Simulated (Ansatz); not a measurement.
Geometry optimisation of FH$_{4}$HfNO$_{2}$ (`[NH2][Hf]([OH])([OH])[F]`).

```yaml
crystal:
  periodic: [false, false, false]
  atoms:
    - {symbol: N, position_ang: [-0.178610, -1.636930, -0.790800]}
    - {symbol: Hf, position_ang: [0.117620, 0.169010, 0.026600]}
    - {symbol: O, position_ang: [0.352590, 0.038160, 1.876510]}
    - {symbol: O, position_ang: [-1.145410, 1.398950, -0.594760]}
    - {symbol: F, position_ang: [1.605320, 1.345850, -0.229020]}
    - {symbol: H, position_ang: [-0.930710, -1.766660, -1.469700]}
    - {symbol: H, position_ang: [-0.196530, -2.462700, -0.189920]}
    - {symbol: H, position_ang: [1.029980, 0.692750, 2.084640]}
    - {symbol: H, position_ang: [-0.654250, 2.221570, -0.713540]}
basis:
  gaussian: {orbitals: def2-TZVP}
hamiltonian: {xc: pbe0, dispersion: d4}
relax: {f_tol: 0.005, max_steps: 150}
```

```sh
$ ansatz run in.yaml --threads 2 --pin off --events-out ev --progress --plain --max-ram 22528MiB --backend cuda --devices 0, --max-vram 18GiB
```

Shortened log:

```
Functional definition: PBE0
mean field -9673.68152770 eV, -355.5012390860 hartree, gradient 4.5e-5 eV, S^2 0.000000; 0 other end points of the search recorded, 0 dependent functions left out
relax step   1: F+E_penalty+E_count = -9673.81117948 eV  Δ(F+E_penalty+E_count) = +0.000e0 eV  max|allowed force component| = 2.574e0 eV/Å  Δτ_max = 0.0000 Å  (29 SCF iters, accepted)
mean field -9674.24097953 eV, -355.5217985617 hartree, gradient 2.0e-5 eV, S^2 0.000000; 0 other end points of the search recorded, 0 dependent functions left out
relax step   2: F+E_penalty+E_count = -9674.36532754 eV  Δ(F+E_penalty+E_count) = -5.541e-1 eV  max|allowed force component| = 5.180e-1 eV/Å  Δτ_max = 0.1999 Å  (35 SCF iters, accepted)
mean field -9674.41702596 eV, -355.5282681488 hartree, gradient 1.8e-5 eV, S^2 0.000000; 0 other end points of the search recorded, 0 dependent functions left out
relax step   3: F+E_penalty+E_count = -9674.54098953 eV  Δ(F+E_penalty+E_count) = -1.757e-1 eV  max|allowed force component| = 5.750e-1 eV/Å  Δτ_max = 0.1949 Å  (35 SCF iters, accepted)
mean field -9674.53329668 eV, -355.5325410189 hartree, gradient 1.8e-5 eV, S^2 0.000000; 0 other end points of the search recorded, 0 dependent functions left out
relax step   4: F+E_penalty+E_count = -9674.65753844 eV  Δ(F+E_penalty+E_count) = -1.165e-1 eV  max|allowed force component| = 8.343e-1 eV/Å  Δτ_max = 0.1950 Å  (35 SCF iters, accepted)
mean field -9674.44778055 eV, -355.5293983591 hartree, gradient 2.0e-5 eV, S^2 0.000000; 0 other end points of the search recorded, 0 dependent functions left out
relax step   5: F+E_penalty+E_count = -9674.57502879 eV  Δ(F+E_penalty+E_count) = +8.251e-2 eV  max|allowed force component| = 2.902e0 eV/Å  Δτ_max = 0.2000 Å  (34 SCF iters, rejected (line search))
mean field -9674.62724187 eV, -355.5359934410 hartree, gradient 1.7e-5 eV, S^2 0.000000; 0 other end points of the search recorded, 0 dependent functions left out
relax step   6: F+E_penalty+E_count = -9674.75250340 eV  Δ(F+E_penalty+E_count) = -9.496e-2 eV  max|allowed force component| = 4.055e-1 eV/Å  Δτ_max = 0.0981 Å  (36 SCF iters, accepted)
mean field -9674.66996218 eV, -355.5375633832 hartree, gradient 1.6e-5 eV, S^2 0.000000; 0 other end points of the search recorded, 0 dependent functions left out
relax step   7: F+E_penalty+E_count = -9674.79529857 eV  Δ(F+E_penalty+E_count) = -4.280e-2 eV  max|allowed force component| = 2.464e-1 eV/Å  Δτ_max = 0.0997 Å  (37 SCF iters, accepted)
mean field -9674.70543741 eV, -355.5388670738 hartree, gradient 1.5e-5 eV, S^2 0.000000; 0 other end points of the search recorded, 0 dependent functions left out
relax step   8: F+E_penalty+E_count = -9674.83111189 eV  Δ(F+E_penalty+E_count) = -3.581e-2 eV  max|allowed force component| = 3.552e-1 eV/Å  Δτ_max = 0.1500 Å  (35 SCF iters, accepted)
mean field -9674.72071378 eV, -355.5394284703 hartree, gradient 1.4e-5 eV, S^2 0.000000; 0 other end points of the search recorded, 0 dependent functions left out
relax step   9: F+E_penalty+E_count = -9674.84705257 eV  Δ(F+E_penalty+E_count) = -1.594e-2 eV  max|allowed force component| = 1.304e-1 eV/Å  Δτ_max = 0.1118 Å  (35 SCF iters, accepted)
mean field -9674.72425403 eV, -355.5395585721 hartree, gradient 2.4e-5 eV, S^2 0.000000; 0 other end points of the search recorded, 0 dependent functions left out
relax step  10: F+E_penalty+E_count = -9674.85047158 eV  Δ(F+E_penalty+E_count) = -3.419e-3 eV  max|allowed force component| = 1.193e-1 eV/Å  Δτ_max = 0.0546 Å  (29 SCF iters, accepted)
mean field -9674.72500041 eV, -355.5395860011 hartree, gradient 1.5e-5 eV, S^2 0.000000; 0 other end points of the search recorded, 0 dependent functions left out
relax step  11: F+E_penalty+E_count = -9674.85138416 eV  Δ(F+E_penalty+E_count) = -9.126e-4 eV  max|allowed force component| = 2.317e-2 eV/Å  Δτ_max = 0.0234 Å  (30 SCF iters, accepted)
mean field -9674.72508810 eV, -355.5395892236 hartree, gradient 1.4e-5 eV, S^2 0.000000; 0 other end points of the search recorded, 0 dependent functions left out
relax step  12: F+E_penalty+E_count = -9674.85148619 eV  Δ(F+E_penalty+E_count) = -1.020e-4 eV  max|allowed force component| = 6.212e-3 eV/Å  Δτ_max = 0.0111 Å  (31 SCF iters, accepted)
mean field -9674.72508004 eV, -355.5395889271 hartree, gradient 1.4e-5 eV, S^2 0.000000; 0 other end points of the search recorded, 0 dependent functions left out
relax step  13: F+E_penalty+E_count = -9674.85149901 eV  Δ(F+E_penalty+E_count) = -1.282e-5 eV  max|allowed force component| = 1.688e-3 eV/Å  Δτ_max = 0.0049 Å  (32 SCF iters, accepted)
mean field -9674.72507180 eV, -355.5395886246 hartree, gradient 1.4e-5 eV, S^2 0.000000; 0 other end points of the search recorded, 0 dependent functions left out
relax step  14: F+E_penalty+E_count = -9674.85149106 eV  Δ(F+E_penalty+E_count) = +7.944e-6 eV  max|allowed force component| = 1.919e-2 eV/Å  Δτ_max = 0.0052 Å  (33 SCF iters, rejected (line search))
mean field -9674.72508249 eV, -355.5395890172 hartree, gradient 1.4e-5 eV, S^2 0.000000; 0 other end points of the search recorded, 0 dependent functions left out
relax step  15: F+E_penalty+E_count = -9674.85150192 eV  Δ(F+E_penalty+E_count) = -2.913e-6 eV  max|allowed force component| = 2.939e-3 eV/Å  Δτ_max = 0.0025 Å  (33 SCF iters, accepted)
mean field -9674.72508249 eV, -355.5395890172 hartree, gradient 5.9e-5 eV, S^2 0.000000; 1 other end points of the search recorded, 0 dependent functions left out
Total energy: -9674.85153593 eV, -355.5442360957 hartree
Atom 0 at    -0.275481    -1.514908    -0.667781 Å, force     0.000191    -0.001021     0.000322 eV/Å
Atom 1 at     0.339470     0.317774    -0.029503 Å, force    -0.000712    -0.000154     0.001289 eV/Å
Atom 2 at     0.578554     0.209363     1.874260 Å, force    -0.000352    -0.000416    -0.002939 eV/Å
Atom 3 at    -0.945754     1.601303    -0.657090 Å, force     0.001808    -0.001582     0.000140 eV/Å
Atom 4 at     2.044560     0.741378    -0.822235 Å, force    -0.000054     0.000414    -0.000408 eV/Å
Atom 5 at    -0.838992    -1.693683    -1.486339 Å, force     0.000274     0.000370     0.000439 eV/Å
Atom 6 at    -0.070347    -2.394142    -0.215642 Å, force    -0.000238     0.000790    -0.000319 eV/Å
Atom 7 at     0.669811     0.374267     2.806008 Å, force     0.000098     0.000206     0.001707 eV/Å
Atom 8 at    -1.501820     2.358648    -0.801668 Å, force    -0.001016     0.001393    -0.000230 eV/Å
Dipole moment:    -0.466692     0.044797     0.305228 e Å
```

Run time 21 s (2 threads of an AMD EPYC 7R13 on a shared host and a share of an NVIDIA H100 80 GB); peak host memory 0.89 GiB.
